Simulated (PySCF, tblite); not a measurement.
C5H14N2O2Si.
Structure used (GFN2-xTB), in Å, numbered top down from 1:
```
atom  x, y, z in Å
C1    -3.2286   -0.9311   -0.2100
C2    -2.8784    0.3993    0.4047
O3    -3.6820    1.2869    0.5519
C4    -1.4280    0.5423    0.7911
C5    -0.6486    1.1728   -0.3846
N6     0.7733    1.1881   -0.1667
Si7    1.7521   -0.2089   -0.4617
C8     3.5336    0.3326   -0.0926
N9     1.2232   -1.6290    0.3841
O10    1.5136   -0.6864   -2.0067
H11   -4.2090   -0.8916   -0.6775
H12   -3.2423   -1.6827    0.5778
H13   -2.4727   -1.2205   -0.9355
H14   -0.9789   -0.4261    1.0057
H15   -1.3406    1.1984    1.6588
H16   -1.0104    2.1933   -0.5485
H17   -0.8316    0.5897   -1.2890
H18    1.0216    1.7782    0.6120
H19    4.2381   -0.4063   -0.4597
H20    3.7025    0.4391    0.9735
H21    3.7779    1.2815   -0.5578
H22    1.2815   -2.4969   -0.1248
H23    1.5452   -1.7693    1.3280
H24    1.5766   -0.0340   -2.6981
```

Computed with PBE0/pcSseg-1 in PySCF (dipole) on a GFN2-xTB geometry, gas phase.

Masses are those of the commonest isotopes; rigid-rotor values at the optimised geometry. The values belong to one conformer with, in the numbering `[CH3:1][C:2](=[O:3])[CH2:4][CH2:5][NH:6][Si@@:7]([CH3:8])([NH2:9])[OH:10]`, C1–C2–C4–C5 92°, C2–C4–C5–N6 -173°, C4–C5–N6–Si7 81°, C5–N6–Si7–C8 178°, N6–Si7–N9–H 141° and -86°.

Give the principal moments of inertia and the rotational constants in MHz.

Ia = 223.68, Ib = 975.57, Ic = 1039.27 u·Å²; 505379 MHz·u·Å²/I gives A = 2259, B = 518.0, C = 486.3 MHz.

Classify the top.

A near-prolate asymmetric top: κ = (2 × 518.0 − 2259 − 486.3)/(2259 − 486.3) = -0.96.

What does the inertial defect say?

Not planar: Δ = Ic − Ia − Ib = -159.98 u·Å². For a rigid frame Δ = −2 Σ m c², so Σ m c² = 79.99 u·Å² lies off the ab plane: 20.08 from hydrogen and 59.91 from heavier atoms. The atom farthest from that plane is 2.19 Å away.

Predict some low-J microwave lines.

The dipole components are |μa| = 3.51 D, |μb| = 0.85 D, |μc| = 1.01 D. The squared components, which scale the intensities, stand as 1.00 : 0.06 : 0.08 (a : b : c). Some lines, for components of 0.1 D or more:

```
type  branch         J(Ka,Kc)    MHz  lower level (cm⁻¹)
   c       Q  5(1,5) ← 5(0,5)   1531               0.502
   c       Q  4(1,4) ← 4(0,4)   1604               0.335
   b       Q  4(1,3) ← 4(0,4)   1921               0.335
   b       R  4(0,4) ← 3(1,3)   2349               0.256
   a       R  3(2,1) ← 2(2,0)   3015               0.335
   a       R  3(1,2) ← 2(1,1)   3060               0.161
   c       R  3(1,2) ← 2(0,2)   4866               0.100
   a       R  5(1,5) ← 4(1,4)   4940               0.388
   a       R  5(4,1) ← 4(4,0)   5023               1.273
   a       R  5(3,2) ← 4(3,1)   5023               0.863
   a       R  5(2,3) ← 4(2,2)   5029               0.570
   b       Q  3(2,2) ← 3(1,3)   5367               0.256
   b       R  5(1,5) ← 4(0,4)   6544               0.335
   b       R  3(2,2) ← 2(1,1)   8237               0.161
   c       Q  5(3,3) ← 5(2,3)   8775               0.737
   c       Q  4(3,2) ← 4(2,2)   8781               0.570
   b       Q  3(3,0) ← 3(2,1)   8784               0.436
   b       R  4(2,3) ← 3(1,2)   9194               0.263
   c       R  4(2,3) ← 3(1,3)   9384               0.256
   b       R  5(2,3) ← 4(1,4)  10467               0.388
   b       R  3(3,0) ← 2(2,1)  11799               0.335
   b       Q  5(4,1) ← 5(3,2)  12299               1.030
   c       R  5(3,3) ← 4(2,3)  13810               0.569
   b       Q  5(5,1) ← 5(4,2)  15814               1.440
   b       R  4(4,1) ← 3(3,0)  16318               0.729
   b       R  4(4,0) ← 3(3,1)  16318               0.729
   b       R  5(5,1) ← 4(4,0)  20836               1.273
   c       R  5(5,0) ← 4(4,0)  20836               1.273
```

Estimate the classical rotational partition function at 10 K, 100 K and 298.15 K.

Point group C1, symmetry number σ = 1; q = (√π/σ)·√((kT/h)³/(ABC)), k/h = 20836.6 MHz/K: 7070 at 10 K, 223000 at 100 K, 1150000 at 298.15 K.

Its GFN2-xTB frequencies are all real (lowest 30 cm⁻¹). No vibrational averaging or centrifugal distortion is included, and the geometry carries the error of its method. A rigid rotor knows nothing of inversion at nitrogen or internal rotation, which can split or shift real lines. Quadrupole hyperfine structure (14N) is left out.
